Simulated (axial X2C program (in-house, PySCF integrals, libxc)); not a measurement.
## Nuclear properties of CsCl⁻

Computed with an axial X2C code built on PySCF integrals: two-component X2C with atomic mean-field Coulomb and Gaunt terms, Gaussian nuclei, basis Cs dyall-acv3z, Cl dyall-av3z with contracted cores.

R = 3.039 Å (near the PBE0 minimum at charge -1 of the determinant lowest at the starting distance; the state shown can have its own minimum elsewhere).

Input and command:
```json
{"zs": [55, 17], "q": -1, "bas": ["dyall-acv3z", "dyall-av3z"], "r0": 3.31, "levels": ["PBE0", "HF", "r2SCAN", "PBE", "BHandHLYP"], "nst": 3}
```
```bash
python soeom.py task.json out
```

Keys: zs atomic numbers; q charge; bas basis sets; r0 starting distance in Å; levels methods; nst determinants followed.

Determinant lowest in the PBE0 search, Ω = 1/2 (⟨Sz⟩ = 0.50, ⟨Lz⟩ = 0.00 at PBE0), spin on the atoms Cs 0.49, Cl 0.01:

```json
{"level": "PBE0", "Eeff magnitude (GV/cm)": "2.03", "Ws magnitude Cs (kHz)": "2.53", "A∥/gI Cs (MHz)": "782", "qzz Cs (a.u.)": "-1.58", "A∥/gI Cl (MHz)": "10.4", "qzz Cl (a.u.)": "-0.03"}
{"level": "r2SCAN", "Eeff magnitude (GV/cm)": "2.52", "Ws magnitude Cs (kHz)": "3.25", "A∥/gI Cs (MHz)": "830", "qzz Cs (a.u.)": "-1.62", "A∥/gI Cl (MHz)": "10.8", "qzz Cl (a.u.)": "-0.07"}
{"level": "PBE", "Eeff magnitude (GV/cm)": "2.07", "Ws magnitude Cs (kHz)": "2.57", "A∥/gI Cs (MHz)": "860", "qzz Cs (a.u.)": "-1.54", "A∥/gI Cl (MHz)": "12.4", "qzz Cl (a.u.)": "-0.01"}
{"level": "BHandHLYP", "Eeff magnitude (GV/cm)": "2.42", "Ws magnitude Cs (kHz)": "3.06", "A∥/gI Cs (MHz)": "881", "qzz Cs (a.u.)": "-1.68", "A∥/gI Cl (MHz)": "12.2", "qzz Cl (a.u.)": "-0.09"}
```

Determinant 0.48 eV from it at PBE0 and this distance, Ω = 3/2 (⟨Sz⟩ = 0.50, ⟨Lz⟩ = 1.00 at PBE0), spin on the atoms Cs 0.50, Cl 0.00:

```
    level  Eeff magnitude (GV/cm)  Ws magnitude Cs (kHz)  A∥/gI Cs (MHz)  qzz Cs (a.u.)  A∥/gI Cl (MHz)  qzz Cl (a.u.)
     PBE0                  0.0403                 0.0137            2.94          -1.07         -0.0527           0.09
       HF                  0.0109                 0.0036            2.11          -1.21          0.0263          -0.06
      PBE                  0.0616                 0.0205            4.62          -1.05          -0.125           0.12
BHandHLYP                 0.00844               0.000681            3.78          -1.17          0.0645           0.01
```

Eeff is the effective electric field on the electron electric dipole moment in this Ω state and Ws the scalar–pseudoscalar constant of the nucleus named (defined with the proton number Z and per Ω); A∥ (defined per Ω) follows by multiplying with gI = μI/(I μN); qzz is the electric field gradient, eQq0 = 234.96 MHz × Q/barn × qzz. The operators were transformed with the bare-nucleus X2C matrices; with these basis sets, hyperfine constants and field gradients can be off by tens of per cent, and where levels differ in sign neither size nor sign is settled.

(1) With gI(133Cs) = 0.7377, Q(133Cs) = -0.00343 barn, gI(35Cl) = 0.5479 (g factors from the IAEA table of nuclear moments by Stone; Q from Pyykkö, Mol. Phys. 2018), turn the PBE0 values of the first state into constants in MHz.

Each state is one determinant with collinear spin. Unrestricted Hartree–Fock can overshoot spin polarisation at the nuclei. For an anion, determinants above electron detachment, or with a positive highest level, are held by the basis set. Where Eeff spreads by more than a factor of two the levels disagree and none is to be relied on. Left out as unconverged or as another state under the same occupation: HF, r2SCAN in at least one table. States lie within half an eV, so the first need not be the ground state. Further determinants of the search, some of them spin-mixed, are not shown. Where a field gradient or hyperfine factor spreads by more than a factor of two over the levels, a constant derived from it is not to be relied on. PBE0 term energies can be off by some tenths of an eV.

## Answers

(1) A∥(133Cs) = 782 × 0.7377 = 577 MHz; eQq0(133Cs) = 234.96 × (-0.00343) × (-1.58) = 1.27 MHz; A∥(35Cl) = 10.4 × 0.5479 = 5.7 MHz.
